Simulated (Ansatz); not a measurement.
cis-[VBr2(NH3)4]+ (VBr2N4H12⁺). The state is a triplet with charge 1. Geometry r2SCAN-D4/def2-SVP, basis def2-TZVP, Ansatz.

```csv
atom,x (Å),y (Å),z (Å)
V1,0.2311,-0.2328,0.4876
Br2,-0.8283,-0.3886,2.6488
N3,0.8201,0.2096,-1.6091
H4,0.4608,1.0517,-2.0670
H5,0.6405,-0.5626,-2.2580
H6,1.8412,0.2977,-1.5865
Br7,2.4168,-1.2224,0.7294
N8,-1.6858,0.6581,-0.2047
H9,-2.4132,0.2083,0.3605
H10,-1.9722,0.5669,-1.1833
H11,-1.7659,1.6540,0.0221
N12,1.0424,1.7047,1.0851
H13,1.9955,1.5057,1.4109
H14,0.5373,2.0411,1.9116
H15,1.1242,2.4975,0.4424
N16,-0.5320,-2.2115,-0.0298
H17,-1.3310,-2.3496,-0.6554
H18,-0.8086,-2.6202,0.8708
H19,0.2272,-2.8074,-0.3754
```

| run | HOMO (eV) | LUMO (eV) |
| --- | --- | --- |
| A | -8.13 | -7.95 |
| B | -10.05 | -6.94 |
| C | -8.85 | -7.75 |
| D | -10.41 | -6.72 |
| E | -8.19 | -7.72 |

B3LYP takes the VWN-RPA correlation.

HOMO and LUMO are taken over both spins.

Question: The runs used B3LYP, LDA (SPW92), PBE, PBE0, r2SCAN. Estimate which is which.

Answer: A LDA (SPW92) (0 % exact exchange); B B3LYP (20 % exact exchange); C r2SCAN (0 % exact exchange); D PBE0 (25 % exact exchange); E PBE (0 % exact exchange). Exact exchange lowers occupied and raises empty levels; among semilocal functionals meta-GGAs tend to open the gap a little, and such runs are hard to tell apart. The gap grows from 0.18 eV (LDA (SPW92)) to 3.69 eV (PBE0).
